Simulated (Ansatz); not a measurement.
The same bond dissociation along the group B, Al, Ga, In.

Computed with Ansatz on PBE0-D4/def2-TZVP structures; ΔE is electronic, products minus reactants. CBS: MP2 limit from def2 TZ/QZ plus the TZ coupled-cluster correction, frozen cores. This one scheme is used for every species. DFT in def2-TZVPP. No spin–orbit coupling; open shells (•) take unrestricted orbitals. def2 core potentials past Kr. For Ga, In outer-core shells are correlated without core-valence functions, which leaves a few kJ/mol of doubt a bond. Scalar relativity is left out up to krypton. Each species was taken in one conformer, which may not be the lowest.

```tsv
reaction	MP2/CBS(def2) (kJ/mol)	B2PLYP (kJ/mol)
`COB(S)S` → `CO[B]S`• + `[SH]`•	464	425
`C[O][Al]([SH])[SH]` → `C[O][Al][SH]`• + `[SH]`•	422	388
`C[O][Ga]([SH])[SH]` → `C[O][Ga][SH]`• + `[SH]`•	392	343
`C[O][In]([SH])[SH]` → `C[O][In][SH]`• + `[SH]`•	340	289
```

**Question.** Give the CCSD(T)/CBS values in the same order. (An estimate is asked.)

**Answer.** The calculation gave: 445, 409, 374, 320 kJ/mol.

Largest T1 diagnostic: 0.021, for `C[O][In][SH]`•.
